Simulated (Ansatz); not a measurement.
A trace of molecular dynamics of H5SeSi (7 atoms, charge 0, multiplicity 2).

The calculation used Ansatz 0.2.0, UKS BHLYP-D4/def2-SVP.

```json
{"ensemble": "NVE (velocity Verlet)", "starting velocities drawn for": "300 K", "seed": "5708"}
```

| time (fs) | T (K) | potential energy less start (eV) | conserved less start (meV/atom) |
| --- | --- | --- | --- |
| 0.0 | 300 | 0.000 | 0.00 |
| 4.0 | 155 | 0.095 | 0.11 |
| 8.0 | 217 | 0.054 | 0.02 |
| 12.0 | 188 | 0.073 | 0.07 |
| 16.0 | 161 | 0.090 | 0.08 |
| 20.0 | 175 | 0.081 | 0.05 |
| 24.0 | 197 | 0.067 | 0.07 |
| 28.0 | 188 | 0.073 | 0.07 |
| 32.0 | 242 | 0.038 | 0.04 |
| 36.0 | 175 | 0.081 | 0.08 |
| 40.0 | 221 | 0.051 | 0.04 |
| 44.0 | 181 | 0.078 | 0.08 |
| 48.0 | 258 | 0.027 | -0.01 |
| 52.0 | 223 | 0.050 | 0.05 |
| 56.0 | 267 | 0.021 | 0.03 |
| 60.0 | 294 | 0.004 | 0.02 |
| 64.0 | 236 | 0.042 | 0.10 |
| 68.0 | 336 | -0.023 | 0.02 |
| 72.0 | 304 | -0.002 | 0.10 |
| 76.0 | 306 | -0.004 | 0.05 |
| 80.0 | 308 | -0.005 | 0.04 |
| 84.0 | 314 | -0.009 | 0.08 |
| 88.0 | 393 | -0.061 | -0.03 |
| 92.0 | 259 | 0.027 | 0.08 |
| 96.0 | 340 | -0.026 | 0.00 |
| 100.0 | 328 | -0.018 | 0.04 |

Can this run be trusted? Judge the integration.

The conserved energy stayed within 0.11 meV per atom of its start (net change 0.041 meV per atom), so the integration is sound. A run of 0.1 ps of so small a system gives no equilibrium averages. The time step was 0.5 fs.

Time of the run: 6.7 min on 2 threads of Arm Neoverse V1 (shared host), peak memory 0.19 GiB.
